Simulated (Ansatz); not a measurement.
Energy difference R1 + R2 → P1 + P2, each structure at its B3LYP-D3(BJ)/def2-TZVP stationary point, reached from a drawn start (curvature not checked).
P1: H atom, charge 0, multiplicity 2.
R1, H2 (SMILES [H][H]) (charge 0, multiplicity 1):
```xyz
2

H      0.00000     0.00000     0.37199
H      0.00000     0.00000    -0.37199
```
P2: H2O (SMILES O), charge 0, multiplicity 1.
R2: OH (SMILES [OH]), charge 0, multiplicity 2.

P less R. No zero-point or thermal terms; singlets are restricted closed shells; open shells are unrestricted; no spin–orbit coupling.

Correlated levels freeze the cores.

The values were computed with Ansatz (a quantum-chemistry and plane-wave program). Each number belongs to the level named beside it.

One of these levels gives -3.58 kcal/mol for the reaction energy. Which?
A. CCSD/aug-cc-pVDZ
B. HF/aug-cc-pVTZ
C. revPBE/def2-TZVPPD
D. MP2/aug-cc-pVDZ

B, HF/aug-cc-pVTZ. The others give -15.41 (revPBE/def2-TZVPPD), -24.15 (MP2/aug-cc-pVDZ), -14.15 (CCSD/aug-cc-pVDZ)
